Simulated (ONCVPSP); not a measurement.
**Before and after: ONCV potential for Cu**

ONCVPSP 4.0.1 input, shortened (lines: element, Z, core and valence counts, functional; n l f; lmax; l rc ep ncon nbas qcut; lloc lpopt rc5 dvloc0; l nproj debl; icmod fcfact rcfact), PBE, scalar-relativistic:

```
  Cu 29.00    4    3        4      upf
    1    0    2.00
    2    0    2.00
    2    1    6.00
    3    0    2.00
    3    1    6.00
    3    2   10.00
    4    0    1.00
    3
    0    2.50    0.00    5    8    3.20
    1    0.65    0.00    4    6   11.50
    2    1.60    0.00    4    8   10.20
    3    2.35    0.17    3    7    4.10
    4    2    0.45   -1.00
    0    2    1.90
    1    1    1.30
    2    2    1.50
    3    2    1.30
    0    0.00    0.00
```

Change: s: qcut 2.5.

Cutoffs: the cutoffs (Ha) at which the residual kinetic energy of the hardest occupied pseudo-wave falls to 1 and 0.1 mHa per electron; they do not see the model core or the augmentation charge, which bear on the density cutoff. Errors are all-electron minus pseudo energies relative to the spin-unpolarised reference configuration.

Q: Predict the effect on cutoff, ghosts and configuration errors.

A: The potential gets neither clearly harder nor softer (155 Ha and 207 Ha → 155 Ha and 207 Ha); both files keep a bound ghost (f, s); of the 3 tests that both files solve, the error grows in 2 and shrinks in 1 by more than 15 % and 0.3 meV (median size 1.9 → 5.0 meV).

```tsv
quantity	base	changed
cutoff, loose	155 Ha	155 Ha
cutoff, tight	207 Ha	207 Ha
loose cutoff by channel	s 4.9 Ha, p 155 Ha, d 41 Ha	s 10 Ha, p 155 Ha, d 41 Ha
bound ghosts	s, f	s, f
GHOST(+) flags under 300 eV	none	none
tests with a reliable result	3 of 4	3 of 4
error for 3p6 3d10 4s0, meV [ΔE 8.15 eV]	+1.9	+5.0
error for 3p6 3d9 4s0, meV [ΔE 29.48 eV]	+19	+5.4
error for 3p6 3d10 4s0.5, meV [ΔE 3.16 eV]	+1.6	+2.3
s: phases at 2.53 bohr within 0.05 rad from the reference energy up to (Ha; the scan ends near 5)	4.6	4.3
p: phases at 0.66 bohr within 0.05 rad from the reference energy up to (Ha; the scan ends near 5)	to the end of the scan	to the end of the scan
d: phases at 1.63 bohr within 0.05 rad from the reference energy up to (Ha; the scan ends near 5)	to the end of the scan	to the end of the scan
f: phases at 2.39 bohr within 0.05 rad from the reference energy up to (Ha; the scan ends near 5)	3.7	3.7
```

 A true bound ghost makes a file unfit for plane-wave use even where its test errors are small: the radial tests pick states by their node count and pass the ghost by.
